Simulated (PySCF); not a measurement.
Working with the constants of GaO

UHF-CCSD(T) constants of GaO, ²Σ⁺ (doublet), unpaired electrons σ ↑ (PySCF, scalar-relativistic core potentials, basis sets Ga cc-pVDZ-PP with ECP10, O cc-pVDZ; masses 68.9256 and 15.9949 u):

```
ωe              : 709.8 cm⁻¹
ωexe            : 4.38 cm⁻¹
Be              : 0.42885 cm⁻¹
αe              : 0.00363 cm⁻¹
D (centrifugal) : 6.26e-07 cm⁻¹
De to Ga + O    : 3.51 eV
```

Problem. Give the vibrational terms G(v) and spacings up to v = 6.

Solution. G(v) = ωe(v+½) − ωexe(v+½)².

```csv
v,G(v) (cm⁻¹),G(v) − G(v−1),Bv (cm⁻¹)
0,354,,0.4270
1,1055,701,0.4234
2,1747,692,0.4198
3,2431,684,0.4161
4,3105,675,0.4125
5,3771,666,0.4089
6,4429,657,0.4053
```

Problem. How well does the Morse estimate ωe²/(4ωexe) reproduce De, and what is D0?

Solution. It gives 3.57 eV, 102 % of the computed De. D0 = De − G(0) = 3.51 − 0.04 = 3.47 eV.

Correlated steps freeze 5 core orbitals. Correlated levels converge slowly with the basis: in double zeta they bind strong bonds too weakly, by up to about 1 eV, and carry superposition errors of some tenths. Spin–orbit coupling is left out. The CCSD T1 diagnostic is raised, a sign that a single reference may not be enough here. The state was picked by a PBE0 search and need not be the measured ground state.
